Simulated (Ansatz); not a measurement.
```
atom   x (Å)   y (Å)    z (Å)
   B  0.0000  0.0000  -0.1920
   H  0.0000  0.0000   0.9601
```

Basis set: 6-31G* (spherical functions). Correlated methods keep 1 orbital frozen. Charge 0, multiplicity 1.

Computed with Ansatz (development build ahead of 0.2.0); each method stands on the lowest determinant of its kind that the runs found. Restricted open shells among the atoms or ions are ROHF, correlated in semicanonical orbitals with singles.

The atomization energy at this shape (free ground-state atoms in the same class of orbitals less the molecule, no zero-point energy) of singlet BH:

```json
{"method": "RHF", "atomization energy": "61.51 kcal/mol"}
```

Q: What does RHF-MP2 give?

A: 70.33 kcal/mol.
